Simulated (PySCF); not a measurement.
Ga(F)(SiH3)2 (FGaH6Si2), SMILES [SiH3][Ga]([SiH3])[F].

Geometry: PBE0-D3(BJ)/def2-SVP.

Computed with B3LYP/def2-TZVP (PySCF).

```yaml
total_energy: -2607.49239 hartree
highest_occupied_level: -7.21 eV
lowest_empty_level: -2.42 eV
orbital_gap: 4.79 eV
dipole_moment: 2.13 D
quadrupole, principal values (traceless, Buckingham form, about the centre of nuclear charge): -7.49, 0.16, 7.33 D·Å
mean_static_polarisability: 93.3 bohr³ (13.83 Å³)
polarisability_principal_values: 70.8, 79.9, 129.2 bohr³
```
